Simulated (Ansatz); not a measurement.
A nudged elastic band was laid between two geometries of AlH3O2 + H3P (10 atoms, charge 0, multiplicity 1).

Theory: RKS PBE/6-31G* in Ansatz 0.2.0.

```yaml
movable_images: 9
climbing_image: yes
spring: 5.0 eV/Å²
optimiser: quadratic models (default)
start_path: straight line
force_threshold: 0.03 eV/Å
iteration_limit: 26
end_points: relaxed
```

Initial state:

```xyz
10
Properties=species:S:1:pos:R:3
Al 0.227 -0.430 0.232
H 0.334 -0.840 1.766
O 1.695 -0.236 -0.656
H 1.619 -0.051 -1.610
O -1.266 -0.303 -0.637
H -2.089 -0.467 -0.141
P 0.251 2.997 1.100
H 0.353 2.155 2.259
H 1.255 2.260 0.381
H -0.825 2.226 0.533
```

Final state:

```xyz
10
Properties=species:S:1:pos:R:3
Al 0.477 0.601 -0.120
H -2.026 0.732 1.923
O 0.042 -0.482 1.159
H -0.602 -1.201 1.024
O -0.092 0.503 -1.748
H -0.690 -0.206 -2.045
P 1.818 2.420 0.445
H 2.687 1.610 1.256
H 2.629 2.271 -0.733
H -2.687 1.063 2.066
```

Question: Which bonds break or form, and what moves?

Answer: Bonds broken: Al1–H2, P7–H10. Bonds formed: Al1–P7, H2–H10. AlH3O2 + H3P becomes AlH4O2P + H2.

Question: What energy profile does the band end with?

Answer: The run ended unconverged. The highest image is number 5 of 0 to 10, 26.8 kcal/mol above the first end and 32.9 kcal/mol above the last; the last end lies 6.1 kcal/mol below the first. The band didn't meet its force threshold, so its energies are provisional: the largest band force was still 0.09 eV/Å, and over the last iterations the top stayed at 1.16 eV. The orbitals stay closed-shell, which can raise the energy where a bond breaks towards radicals; this wasn't checked here.

| image | path coordinate (Å) | energy (kcal/mol) | Al1–H2 (Å) | P7–H10 (Å) | Al1–P7 (Å) |
| --- | --- | --- | --- | --- | --- |
| 0 | 0.00 | 0.0 | 1.59 | 1.44 | 3.54 |
| 1 | 1.18 | 0.5 | 1.59 | 1.44 | 3.60 |
| 2 | 2.36 | 0.8 | 1.59 | 1.44 | 3.67 |
| 3 | 3.54 | 0.4 | 1.59 | 1.44 | 3.69 |
| 4 | 4.72 | 1.8 | 1.59 | 1.45 | 3.28 |
| 5 | 5.89 | 26.8 | 1.75 | 1.81 | 2.55 |
| 6 | 6.84 | 0.9 | 2.32 | 2.49 | 2.34 |
| 7 | 7.78 | -4.3 | 2.79 | 3.02 | 2.33 |
| 8 | 8.73 | -5.5 | 2.85 | 3.58 | 2.33 |
| 9 | 9.68 | -5.9 | 2.92 | 4.18 | 2.33 |
| 10 | 10.62 | -6.1 | 3.23 | 4.98 | 2.33 |

Time of the run: 17 min on 1 thread of Arm Neoverse N1 (shared host), peak memory 0.12 GiB.
